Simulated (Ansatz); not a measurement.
A made-up structure of CH5NSn, singlet:

C1  (-0.434, -0.495, -0.827)
N2  (-1.086, 0.551, -1.075)
Sn3  (0.844, -0.520, 0.783)
H4  (-1.722, 0.570, -1.873)
H5  (-1.047, 1.420, -0.541)
H6  (0.775, 1.014, 1.549)
H7  (2.402, -0.850, 0.181)
H8  (0.314, -1.762, 1.821)
(Å)

It is relaxed with PBE-D4/def2-SVP and then PBE0-D4/def2-TZVP (Ansatz 0.2.0). Atoms count as bonded within 1.22 times the sum of their covalent radii (H–H: 0.88 Å). The end point is not checked to be a true minimum.

Problem. Does its bonding change? (Judge from chemistry; the calculation decides.)

Solution. The calculation gives: No: no bond forms or breaks.

Where it ends: The first stage lowers the energy by 0.28 eV in 8 steps. It ends as CH₅NSn ([NH2][C][SnH3]):
```tsv
atom	x (Å)	y (Å)	z (Å)
C1	-0.4935	-0.5785	-0.9503
N2	-1.1066	0.5566	-1.0983
Sn3	0.8389	-0.5431	0.7650
H4	-1.7624	0.6733	-1.8670
H5	-1.0164	1.3948	-0.5173
H6	0.7652	1.0076	1.5339
H7	2.4430	-0.8404	0.2647
H8	0.3778	-1.7430	1.8873
```

Labels in which every atom is bracketed show which atoms are joined, not bond orders.

For scale, one of the runs: PBE0-D4/def2-TZVP relaxation, 142 basis functions, launched by `ansatz run in.yaml --threads 2 --pin off --events-out ev --progress --plain --max-ram 4352MiB`. Hardware: 2 CPU threads of an Arm Neoverse V2, shared host. Wall time about 24 s.
